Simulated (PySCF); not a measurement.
C3H10Si, charge -1, doublet, at the geometry of the source list (a state made from the parent by changing its charge; the spin is typed, not shown lowest) (in this run its highest filled SCF level lies above zero, so its values depend strongly on the basis, on diffuse functions most of all), atoms displaced at random by about 0.03 Å a coordinate. Base run: TPSS/6-31G, gradient (PySCF).

Here is a job for PySCF.
```python
from pyscf import gto, scf, dft

mol = gto.Mole()
mol.atom = '''
    Si    0.096895    0.238876    0.442256
    C    -0.971625    1.415976   -0.670360
    C     1.759376   -0.073543   -0.253200
    C    -0.865290   -1.407933    0.747139
    H     0.204848    0.859526    1.719369
    H    -1.029938    0.954133   -1.651505
    H    -1.893407    1.643269   -0.273020
    H    -0.442445    2.341500   -0.833107
    H     2.384126   -0.802316    0.293310
    H     1.709514   -0.576066   -1.263891
    H     2.357369    0.814095   -0.457528
    H    -1.017810   -1.926362   -0.271815
    H    -1.889151   -1.266117    1.059506
    H    -0.360908   -2.116889    1.294050
'''
mol.basis = '6-31g'
mol.charge = -1
mol.spin = 1
mol.verbose = 4
mol.build()

mf = dft.UKS(mol)
mf.xc = 'tpss'
mf.kernel()
g = mf.nuc_grad_method()
grad = g.kernel()
```

The coordinate followed is y of atom 12.

Variants of this job, named by their change:

```csv
change,dE/dx (Eh/bohr),net force (Eh/bohr)
base,0.000930,0.000015
grids.level = 0; grid_response = off,0.000674,0.010329
conv_tol = 1e-11,0.000928,0.000015
grids.level = 1; grid_response = on,0.000966,0.000000
finite difference step (bohr) = 1e-3; conv_tol = 1e-11,0.000942,-
finite difference step (bohr) = 0.2; conv_tol = 1e-11,-0.001014,-
finite difference step (bohr) = 0.05; conv_tol = 1e-11,0.000953,-
conv_tol = 1e-4,0.003728,0.000015
finite difference step (bohr) = 0.01; conv_tol = 1e-11,0.000943,-
```

The net force is zero for an exact gradient.

Open shells are given as the SCF converged; they aren't shown to be the lowest states, and a large step between rows can be another state.
